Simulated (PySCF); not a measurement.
C₈H₆S₂, SMILES c1cc(-c2ccsc2)cs1, GFN2-xTB optimised geometry.

```
16

C      2.36    -1.88     0.26
C      1.82    -0.64     0.33
C      0.44    -0.61     0.00
C     -0.38     0.59     0.00
C     -1.81     0.59     0.00
C     -2.33     1.84     0.00
S     -1.12     3.06     0.00
C      0.11     1.86     0.00
C     -0.02    -1.86    -0.32
S      1.20    -3.06    -0.22
H      3.37    -2.18     0.46
H      2.38     0.23     0.63
H     -2.40    -0.30     0.01
H     -3.37     2.12     0.01
H      1.14     2.18    -0.01
H     -1.01    -2.15    -0.62
```

Density from B3LYP/def2-TZVP (PySCF) at that geometry.

Minimum of the electron density along straight lines between bonded atoms, close to the bond critical point (lines longer than 1.1 times the sum of covalent radii, or with two minima, are not listed):

```json
[
 {"bond": "C1–C2", "length / Å": "1.353", "ρ at the minimum / e bohr⁻³": "0.340", "∇²ρ there / e bohr⁻⁵": "-1.02", "position (fraction from the first atom)": "0.51"},
 {"bond": "C2–C3", "length / Å": "1.425", "ρ at the minimum / e bohr⁻³": "0.299", "∇²ρ there / e bohr⁻⁵": "-0.85", "position (fraction from the first atom)": "0.50"},
 {"bond": "C3–C4", "length / Å": "1.452", "ρ at the minimum / e bohr⁻³": "0.285", "∇²ρ there / e bohr⁻⁵": "-0.81", "position (fraction from the first atom)": "0.50"},
 {"bond": "C4–C5", "length / Å": "1.425", "ρ at the minimum / e bohr⁻³": "0.299", "∇²ρ there / e bohr⁻⁵": "-0.85", "position (fraction from the first atom)": "0.50"},
 {"bond": "C5–C6", "length / Å": "1.353", "ρ at the minimum / e bohr⁻³": "0.340", "∇²ρ there / e bohr⁻⁵": "-1.02", "position (fraction from the first atom)": "0.49"},
 {"bond": "C6–S7", "length / Å": "1.721", "ρ at the minimum / e bohr⁻³": "0.217", "∇²ρ there / e bohr⁻⁵": "-0.46", "position (fraction from the first atom)": "0.48"},
 {"bond": "C4–C8", "length / Å": "1.367", "ρ at the minimum / e bohr⁻³": "0.331", "∇²ρ there / e bohr⁻⁵": "-0.97", "position (fraction from the first atom)": "0.49"},
 {"bond": "S7–C8", "length / Å": "1.715", "ρ at the minimum / e bohr⁻³": "0.219", "∇²ρ there / e bohr⁻⁵": "-0.47", "position (fraction from the first atom)": "0.52"},
 {"bond": "C3–C9", "length / Å": "1.367", "ρ at the minimum / e bohr⁻³": "0.331", "∇²ρ there / e bohr⁻⁵": "-0.97", "position (fraction from the first atom)": "0.49"},
 {"bond": "C1–S10", "length / Å": "1.721", "ρ at the minimum / e bohr⁻³": "0.217", "∇²ρ there / e bohr⁻⁵": "-0.46", "position (fraction from the first atom)": "0.48"},
 {"bond": "C9–S10", "length / Å": "1.716", "ρ at the minimum / e bohr⁻³": "0.219", "∇²ρ there / e bohr⁻⁵": "-0.47", "position (fraction from the first atom)": "0.48"},
 {"bond": "C1–H11", "length / Å": "1.072", "ρ at the minimum / e bohr⁻³": "0.293", "∇²ρ there / e bohr⁻⁵": "-1.06", "position (fraction from the first atom)": "0.65"},
 {"bond": "C2–H12", "length / Å": "1.075", "ρ at the minimum / e bohr⁻³": "0.290", "∇²ρ there / e bohr⁻⁵": "-1.05", "position (fraction from the first atom)": "0.64"},
 {"bond": "C5–H13", "length / Å": "1.075", "ρ at the minimum / e bohr⁻³": "0.290", "∇²ρ there / e bohr⁻⁵": "-1.05", "position (fraction from the first atom)": "0.64"},
 {"bond": "C6–H14", "length / Å": "1.072", "ρ at the minimum / e bohr⁻³": "0.293", "∇²ρ there / e bohr⁻⁵": "-1.06", "position (fraction from the first atom)": "0.65"},
 {"bond": "C8–H15", "length / Å": "1.071", "ρ at the minimum / e bohr⁻³": "0.292", "∇²ρ there / e bohr⁻⁵": "-1.06", "position (fraction from the first atom)": "0.65"},
 {"bond": "C9–H16", "length / Å": "1.071", "ρ at the minimum / e bohr⁻³": "0.292", "∇²ρ there / e bohr⁻⁵": "-1.06", "position (fraction from the first atom)": "0.65"}
]
```
